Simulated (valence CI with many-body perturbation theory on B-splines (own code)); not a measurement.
Se IV: electric-dipole lines

Level of theory: valence CI with perturbative core correlation (CI+MBPT): three valence electrons over a frozen Dirac-Fock core [Ar] 3d10, a basis of 11 s, 11 p, 10 d, 8 f, 5 g, 2 h functions for each j, with the one-electron correlation potential Σ1, the two-electron term Σ2, the three-electron term Σ3, Breit, model QED; selected CI, second order for the rest, scaled by the run's own slope (own B-spline code, finite nucleus).

Set against measurement, 16 paired levels are off by 170 cm⁻¹ on average, the worst by 676. These come from a selection out of Moore, Atomic Energy Levels, vol. II, NSRDS-NBS 35 (1971 reprint of NBS Circular 467, 1952), an old analysis. Levels without a partner in it may be off by more.

Lines 301 to 350 of 586 in falling wavelength, among levels below 310625 cm⁻¹, chosen from the strongest by gf and those to the six lowest levels. Wavelengths and rates use the calculated energies, so an error of 200 cm⁻¹ moves a line at 131.7 nm by 0.26 % and its rate by three times that or more. Electric multipoles are in the length gauge, E1 and E2 with the static RPA response of the core. Weak lines are less certain than strong ones. Lines between different terms over intervals too small for the method are left out, as are lines whose strength nearly cancels. Where a level lies close to another of its J and parity, the split of strength between their lines is uncertain. The highest levels of a list are the least certain.

Names give the largest LS component (configuration and term), which can be under half, so a name can repeat, a term be missing and a line seem to break the LS rules; names also repeat where a configuration has a term twice. Letters in brackets count levels of one name in rising energy.

```csv
λ vac (nm),λ from measured levels,Upper,Lower,A (s⁻¹),log gf,Branch %
148.1,,4s2 6g 2G_9/2,4s2 4f 2F°_7/2,3.73e+08,0.09,60.3
146.6,,4s 4p 5p 2S_1/2,4p3 2P°_3/2,1.97e+08,-0.90,21.4
146.0,,4s 4p 5p 2S_1/2,4p3 2P°_1/2,1.09e+08,-1.16,11.8
138.7,,4s2 7f 2F°_7/2,4s2 5d 2D_5/2,1.23e+08,-0.55,12.7
138.4,,4s2 7f 2F°_5/2,4s2 5d 2D_3/2,1.19e+08,-0.69,11.8
137.1,,4s 4p 5p 4D_1/2,4p3 2D°_3/2,1.17e+08,-1.18,12.5
136.1,,4s 4p 5p 4D_3/2,4p3 2D°_5/2,6.25e+07,-1.16,6.6
133.7,,4s 4p2 4P_1/2,4s2 4p 2P°_3/2,1.29e+06,-3.16,33.2
132.3,,4s 4p 5p 2P_3/2,4p3 2D°_5/2,2.87e+08,-0.52,29.3
131.7,131.4,4s2 4f 2F°_7/2,4s2 4d 2D_5/2,1.28e+09,0.42,42.9
131.7,131.4,4s2 4f 2F°_5/2,4s2 4d 2D_5/2,8.60e+07,-0.87,3.0
131.3,,4s 4p 5p 2P_1/2,4p3 2D°_3/2,3.72e+08,-0.72,37.0
131.0,130.7,4s2 4f 2F°_5/2,4s2 4d 2D_3/2,1.21e+09,0.27,41.7
130.7,,4s 4p2 4P_3/2,4s2 4p 2P°_3/2,6.46e+05,-3.18,92.4
128.0,,4s 4p 5p 4P_3/2,4p3 2D°_5/2,7.55e+07,-1.13,9.0
126.6,,4s 4p2 4P_5/2,4s2 4p 2P°_3/2,2.24e+06,-2.49,100.0
126.3,,4s 4p2 4P_1/2,4s2 4p 2P°_1/2,2.60e+06,-2.91,66.8
124.1,,4s2 7g 2G_7/2,4s2 4f 2F°_5/2,1.48e+08,-0.56,40.1
124.0,,4s2 7g 2G_9/2,4s2 4f 2F°_7/2,1.54e+08,-0.45,41.6
121.4,,4s 4p 5p 4S_3/2,4p3 2D°_3/2,4.90e+07,-1.36,6.0
120.2,,4s 4p 5p 2D_3/2,4p3 2D°_3/2,9.99e+07,-1.06,12.0
118.1,,4s 4p 5p 2D_5/2,4p3 2D°_5/2,1.26e+08,-0.80,16.0
117.0,,4s2 6d 2D_5/2,4s2 5p 2P°_3/2,1.18e+08,-0.84,16.1
116.5,116.7,4s2 5p 2P°_1/2,4s 4p2 2D_3/2,3.02e+08,-0.91,38.3
115.6,115.7,4s2 5p 2P°_3/2,4s 4p2 2D_5/2,2.68e+08,-0.67,32.3
115.5,,4s2 6d 2D_3/2,4s2 5p 2P°_1/2,1.11e+08,-1.05,14.0
114.9,115.1,4s2 5p 2P°_3/2,4s 4p2 2D_3/2,3.22e+07,-1.59,3.9
114.8,,4s2 7s 2S_1/2,4s2 5p 2P°_3/2,3.61e+08,-0.85,16.9
113.9,,4p3 2P°_1/2,4s 4p2 2P_3/2,9.14e+07,-1.45,3.0
113.5,,4p3 2P°_3/2,4s 4p2 2P_3/2,2.97e+08,-0.64,10.1
113.2,,4s2 7s 2S_1/2,4s2 5p 2P°_1/2,1.89e+08,-1.14,8.9
112.6,,4s 4p 5p 2P_3/2,4s2 5p 2P°_3/2,4.47e+07,-1.47,4.6
111.1,,4p3 2P°_1/2,4s 4p2 2P_1/2,3.42e+08,-0.90,11.3
105.1,,4s2 6p 2P°_3/2,4s2 5s 2S_1/2,1.07e+08,-1.15,2.8
102.5,,4s 4p 5s 2P°_1/2 [a],4s2 4d 2D_3/2,8.89e+07,-1.55,1.9
102.2,,4p3 2P°_3/2,4s 4p2 2S_1/2,1.31e+08,-1.09,4.4
101.0,,4p3 2D°_3/2,4s 4p2 2D_5/2,1.30e+08,-1.10,22.4
100.5,,4p3 2D°_3/2,4s 4p2 2D_3/2,3.21e+08,-0.71,55.4
100.4,100.2,4s 4p2 2D_3/2,4s2 4p 2P°_3/2,1.74e+07,-1.98,4.6
100.3,,4p3 2D°_5/2,4s 4p2 2D_5/2,4.31e+08,-0.41,79.4
99.89,99.67,4s 4p2 2D_5/2,4s2 4p 2P°_3/2,3.07e+08,-0.56,100.0
99.79,,4p3 2D°_5/2,4s 4p2 2D_3/2,3.31e+07,-1.53,6.1
97.27,,4s2 6p 2P°_1/2,4s2 4d 2D_3/2,1.39e+08,-1.40,10.0
96.17,95.96,4s 4p2 2D_3/2,4s2 4p 2P°_1/2,3.60e+08,-0.70,95.4
95.93,,4s 4p 5s 2P°_3/2 [a],4s2 4d 2D_5/2,2.03e+08,-0.95,7.4
95.53,,4p3 4S°_3/2,4s 4p2 2D_3/2,3.05e+06,-2.78,0.0
92.90,,4s2 5p 2P°_3/2,4s 4p2 4P_5/2,2.06e+06,-2.97,0.2
92.77,,4s 4p 4d 2D°_3/2 [a],4s 4p2 2P_3/2,9.03e+07,-1.33,0.8
92.76,,4s 4p 4d 2D°_5/2 [a],4s 4p2 2P_3/2,4.65e+08,-0.44,4.4
92.71,,4s2 8s 2S_1/2,4s2 5p 2P°_3/2,2.43e+08,-1.20,16.8
```

Q: How does gf follow from A for the line at 138.4 nm?

A: gf = 1.4992 × (2J+1)_upper × A / σ², with σ = 72241 cm⁻¹ and 2J+1 = 6: gf = 0.205.
